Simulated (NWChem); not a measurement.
**Basis-set dependence for CF₂**

```xyz
3

F      1.1468     0.0000    -0.1647
C      0.0000     0.0000     0.4940
F     -1.1468     0.0000    -0.1647
```
Charge 0, spin multiplicity 3.

The numbers come from NWChem runs, not from measurements. All single points use one geometry, from UPBE/def2-SVP, a minimum by its harmonic frequencies.

Hartree-Fock energies in Ha, correlation energies in mHa.

The correlated methods keep 3 core orbitals frozen. This spin state was chosen for the runs; another may lie lower. The structure started from a generated list of species. The unpaired electrons of the parent sit in orbitals of symmetry a1 and b2 (C2v labels of the run); other states weren't searched. No SCF solution was tested for a lower state. Open-shell Hartree-Fock references start from PBE0 orbitals. No row is a measurement; the coupled-cluster row has its own basis-set and correlation limits.

```json
[
 {"basis": "STO-3G", "functions": "15", "UHF": "-233.36568", "UMP2": "-62.4", "SCS-UMP2": "-62.9", "CCSD on ROHF": "-82.7", "CCSD[T] on ROHF": "-88.2", "CCSD(T) on ROHF": "-87.1", "CCSD on UHF": "-81.1", "CCSD[T] on UHF": "-85.8", "CCSD(T) on UHF": "-84.8", "URI-MP2": "not run"},
 {"basis": "cc-pVDZ", "functions": "42", "UHF": "-236.62093", "UMP2": "-453.4", "SCS-UMP2": "-432.8", "CCSD on ROHF": "-469.6", "CCSD[T] on ROHF": "-481.2", "CCSD(T) on ROHF": "-479.4", "CCSD on UHF": "-465.9", "CCSD[T] on UHF": "-476.7", "CCSD(T) on UHF": "-475.1", "URI-MP2": "-453.5"},
 {"basis": "cc-pVTZ", "functions": "90", "UHF": "-236.70214", "UMP2": "-600.3", "SCS-UMP2": "-578.2", "CCSD on ROHF": "-611.3", "CCSD[T] on ROHF": "-633.3", "CCSD(T) on ROHF": "-631.4", "CCSD on UHF": "not run", "CCSD[T] on UHF": "not run", "CCSD(T) on UHF": "not run", "URI-MP2": "-600.3"},
 {"basis": "cc-pVQZ", "functions": "165", "UHF": "-236.72174", "UMP2": "-654.5", "SCS-UMP2": "-635.7", "CCSD on ROHF": "not run", "CCSD[T] on ROHF": "not run", "CCSD(T) on ROHF": "not run", "CCSD on UHF": "not run", "CCSD[T] on UHF": "not run", "CCSD(T) on UHF": "not run", "URI-MP2": "-654.5"}
]
```

From cc-pVTZ to cc-pVQZ the Hartree-Fock energy moves by -19.6 mHa and the UMP2 correlation energy by -54.2 mHa, which is 8 % of its value in the larger set.
